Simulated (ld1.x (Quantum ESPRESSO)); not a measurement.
# V: TM pseudisation with PBEsol, scalar-relativistic reference atom.

- Element: V (Z = 23)
- Generator: ld1.x (Quantum ESPRESSO) 7.5
- Type: norm-conserving Troullier–Martins (Kleinman–Bylander form)
- Functional: PBEsol
- Relativity: scalar-relativistic
- Frozen core: [Ar]
- Valence charge: 5
- Reference configuration: 3d3 4s0.5 4p0 (charge +1.5)
- Partial waves: 4p (bound, empty): rc 3.15 bohr; 3d (bound): rc 1.00 bohr; 4s (bound): rc 1.74 bohr
- Local potential: the s channel
- Core correction: none

All-electron outer shells of the reference configuration (PBEsol, scalar-relativistic, ld1.x):

| shell | level (eV) | outermost node (bohr) | outermost maximum (bohr) |
| --- | --- | --- | --- |
| 3p | -55.86 | 0.35 | 0.84 |
| 3d | -16.83 | – | 0.90 |
| 4s | -14.19 | 1.16 | 2.53 |
| 4p | -9.73 | 1.28 | 3.05 |

Does the generator finish with these settings?

Yes, a potential is produced and its reference levels are reproduced.

Estimate the cutoffs (Ry, on a coarse ladder) from which the occupation-weighted sum of valence levels, in a spherical-Bessel basis at the reference potential, stays within 10 and 1 mRy of its value at 400 Ry.

160 Ry and 200 Ry.

What does a ghost test show?

Ghost state, extra bound levels that the all-electron valence spectrum of the same l lacks: p at -558.5 eV. A true bound ghost makes a file unfit for plane-wave use. The logarithmic derivative shows an extra or strongly shifted pseudo pole above the reference energy (s near 0.47 Ry).

Which valence shell sets the plane-wave cutoff?

3d: its level needs 180 Ry to come within 1 mRy, against 70 Ry for 4s.

Tests: 3d3 4s2 4p0; 3d3 4s1 4p0; 3d3 4s0 4p0; 3d2 4s0 4p0; 3d3 4s0 4p2; 3d3 4s1 4p1; 3d3 4s1.5 4p0. Which has the largest error in its energy relative to the reference configuration, and how large is it?

3d2 4s0 4p0, with -264 meV (all-electron minus pseudo) on +36.78 eV.
